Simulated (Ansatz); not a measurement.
Ideal-gas functions of `C=[CH][InH][F]` at 500 K and 1 bar, from an Ansatz frequency run at PBE0-D4/def2-TZVP.

Molar mass 161.87 g/mol, point group Cs (symmetry number 1), electronic degeneracy 1, moments of inertia 75.466, 159.55, 235.016 u Å². Harmonic wavenumbers (cm⁻¹, unscaled): 103, 108, 272, 365, 481, 502, 535, 565, 1003, 1019, 1050, 1269, 1431, 1645, 1883, 3118, 3163, 3209.

Use S(trans) = R[1.5 ln M + 2.5 ln T − 1.1517]; rotational temperatures θ = 24.2544 K / I; S(rot) = R[ln(√π/σ · √(T³/θAθBθC)) + 1.5]; for each mode x = 1.438777 ν̃/T, S = R[x/(eˣ − 1) − ln(1 − e⁻ˣ)] and H = RT x/(eˣ − 1); 1 cm⁻¹ = 0.0119627 kJ/mol; R = 8.31446 J/(mol·K).

Problem. By hand: the entropy, in J/(mol·K).

Solution. Translation 183.0. Rotation: θ = 0.3214, 0.152, 0.1032 K, giving 116.7. Vibration, mode by mode: 18.46, 18.06, 10.56, 8.28, 6.25, 5.94, 5.50, 5.13, 1.90, 1.83, 1.70, 1.03, 0.70, 0.42, 0.24, 0.01, 0.01, 0.01, in all 86.0. Electronic 0.0. Sum 385.7 J/(mol·K).

Problem. By hand: H − E and G − E in kJ/mol, counted from the electronic energy.

Solution. Zero-point energy ½ × 21721 × 0.0119627 = 129.9; thermal vibration 22.4; translation, rotation and pV give 4 RT = 16.6. H − E = 168.9 kJ/mol, and G − E = 168.9 − 500 × 385.7/1000 = -23.9 kJ/mol.

Vibration gives 22 % of the entropy, 36.5 J/(mol·K) of it from the modes under 150 cm⁻¹: soft modes count most, and the harmonic formula is weakest for them. The sum counts one conformer and one mirror image; others add a mixing term.
